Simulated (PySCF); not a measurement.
Compound: H7NPSi2 (charge -1).
SMILES: `[SiH3][N-][SiH2]P`

The closed-shell SCF was solved with PySCF and density fitting under several settings on one GFN2-xTB geometry (grid level 2 and gas phase unless stated).

| settings | basis functions | SCF cycles | E (Eh) | HOMO (eV) | LUMO (eV) |
| --- | --- | --- | --- | --- | --- |
| PBE0/pcSseg-1 | 124 | 12 | -978.8762 | -1.48 | 5.03 |
| HSE06/pcSseg-1, grid level 3 | 124 | 12 | -978.9280 | -1.09 | 4.64 |
| wB97X/def2-TZVPP | 255 | 14 | -979.3984 | -3.78 | 6.59 |
| BP86/def2-SVPD, grid level 4, level shift 0.3 Eh | 148 | 18 | -979.1331 | -0.54 | 3.61 |

Estimate the rows for these settings: (1) X3LYP/pcseg-1, start guess atom, damping 0.2 at the start, DIIS from the seventh cycle; (2) B3LYP/pcseg-1, IEF-PCM chloroform, grid level 1; (3) PBE0/pcSseg-1, energy threshold 1e-07 Eh, start guess huckel.

```json
{"settings": "X3LYP/pcseg-1, start guess atom, damping 0.2 at the start, DIIS from the seventh cycle", "basis functions": "103", "SCF cycles": "22", "E (Eh)": "-979.2191", "HOMO (eV)": "-1.25", "LUMO (eV)": "4.73"}
{"settings": "B3LYP/pcseg-1, IEF-PCM chloroform, grid level 1", "basis functions": "103", "SCF cycles": "9", "E (Eh)": "-979.4434", "HOMO (eV)": "-4.48", "LUMO (eV)": "1.74"}
{"settings": "PBE0/pcSseg-1, energy threshold 1e-07 Eh, start guess huckel", "basis functions": "124", "SCF cycles": "9", "E (Eh)": "-978.8762", "HOMO (eV)": "-1.48", "LUMO (eV)": "5.03"}
```

Over all rows, what range does the HOMO–LUMO gap span?

From 4.15 eV (BP86/def2-SVPD, grid level 4, level shift 0.3 Eh) to 10.37 eV (wB97X/def2-TZVPP). The functional of the narrowest has no exact exchange, that of the widest range-separated exact exchange.

Cycle counts include a coarse-grid stage where the run had one. The species at its GFN2-xTB geometry (one conformer only).

Conformer computed: `[SiH3:1][N-:2][SiH2:3][PH2:4]`: Si1–N2–Si3–P4 -32°, H–P4–Si3–N2 -42°, H–P4–Si3–N2 50°.
